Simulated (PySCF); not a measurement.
Si(F)2(Me)(NH2) (CH5F2NSi), SMILES F[Si](C)(N)F. The structure is a stationary point at PBE0-D3(BJ)/def2-SVP. This is a generated structure with no PubChem entry under its InChIKey; it may be hypothetical. One conformer was computed; it need not be the lowest.

Computed equilibrium geometry at PBE0-D3(BJ)/def2-SVP (PySCF confirms it by a frequency run) as bond lengths and angles (one conformer of several):
Atoms: C1 Si2 N3 F4 F5 H6 H7 H8 H9 H10. Bond lengths (Å): C1–Si2 1.844, C1–H6 1.101, C1–H7 1.100, C1–H8 1.100, Si2–N3 1.699, Si2–F4 1.618, Si2–F5 1.624, N3–H9 1.012, N3–H10 1.013. Angles (°): Si2–C1–H6 111.0, Si2–C1–H7 111.0, Si2–C1–H8 110.4, H6–C1–H7 108.3, H6–C1–H8 107.6, H7–C1–H8 108.5, C1–Si2–N3 112.5, C1–Si2–F4 111.9, C1–Si2–F5 108.3, N3–Si2–F4 107.1, N3–Si2–F5 113.4, F4–Si2–F5 103.4, Si2–N3–H9 121.3, Si2–N3–H10 121.5, H9–N3–H10 111.9.
Charge 0, spin multiplicity 1.
